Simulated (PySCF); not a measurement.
# Reading the logs of faulty runs: B2GeH4N cation

Calculated results; nothing here was measured. The program is PySCF 2.14.0, an open-source quantum chemistry code, run on an isolated molecule that a program drew, which may never have been made. The molecule is B2GeH4N cation (charge +1, singlet), drawn as the SMILES string `B[B+][N]=[GeH2]`.

Each row is a Hartree-Fock (HF) and frozen-core CCSD(T) single point in the cc-pVDZ basis, meant for a local HF minimum. Run 1 is clean. Each other run has one planted mistake out of seven kinds, and not every kind appears here: one electron removed, one electron added, multiplicity raised by two, geometry at a saddle point, minimal basis STO-3G, one bond length entered in bohr, all coordinates scaled. The reference is restricted for singlets and unrestricted otherwise, and also for a bond in bohr. Adding or removing an electron swaps singlet and doublet. Electrons count all cores. HOMO and LUMO are orbital energies over both spins, the gradient is its largest component, and the lowest frequency (negative if imaginary) is given only where the gradient is small. Bond lengths are over the 7 bonds as drawn. T1 is the CCSD diagnostic: over 0.02 (restricted) or 0.045 (unrestricted) a single reference is doubtful. Germanium has the cc-pVDZ-PP basis, with a core potential (ECP10MDF) in place of its 10 inner electrons, and its 3s, 3p and 3d shells are frozen in CCSD(T).

Geometry of the clean run:
```xyz
8
B2GeH4N cation, angstrom
B     1.6475    0.6439   -0.2649
B     0.0416    0.1351    0.0238
N    -1.1548   -0.2440    0.2388
Ge   -2.7585   -0.7519    0.5273
H     2.4989   -0.1789   -0.3831
H     1.8772    1.8088   -0.3412
H    -3.2193   -0.9303    1.9511
H    -3.6633   -1.0061   -0.6510
```

```
run,electrons,basis functions,<S^2>,HOMO (eV),LUMO (eV),gradient (hartree/bohr),lowest frequency (cm^-1),mean bond (Å),longest bond (Å),T1,HF (hartree),CCSD(T) (hartree),mistake
1,52,85,0.000,-16.99,-4.91,3.2e-05,92,1.4405,1.709,0.0170,-399.25982,-399.69382,no fault
2,52,85,2.012,-12.65,-7.20,4.5e-02,-,1.4405,1.709,0.0259,-399.08573,-399.51875,multiplicity raised by two
3,52,85,0.000,-17.58,-4.85,8.1e-02,-,1.3641,1.619,0.0149,-399.23166,-399.65474,all coordinates scaled
4,53,85,0.779,-6.34,0.67,9.0e-02,-,1.4405,1.709,0.0199,-399.46610,-399.92182,one electron added
5,52,85,0.697,-14.32,-4.98,2.3e-02,-,1.5917,2.248,0.0648,-399.13601,-399.57021,?
```

**Which mistake was planted in run 5, and what did it cost?**

The mean bond changes by a factor of 1.105 and the longest by 1.315, so the molecule wasn't scaled as a whole. A length L in bohr read as angstrom grows by (1/0.5292 - 1) L = 0.890 L. The 7 bonds together grew by 7 x 0.1512 = 1.058 Å, which gives L = 1.190 Å. That is the length of one of the B-H bonds, 1.190 Å in the clean geometry. So the mistake is: one bond length entered in bohr. Subtracting run 1 and multiplying by 627.51 kcal/mol a hartree, the energy moved by 77.7 kcal/mol in HF and 77.6 kcal/mol in CCSD(T).

Cautions from the logs. Run 5: T1 is over the limit, so its CCSD(T) energy is less reliable.
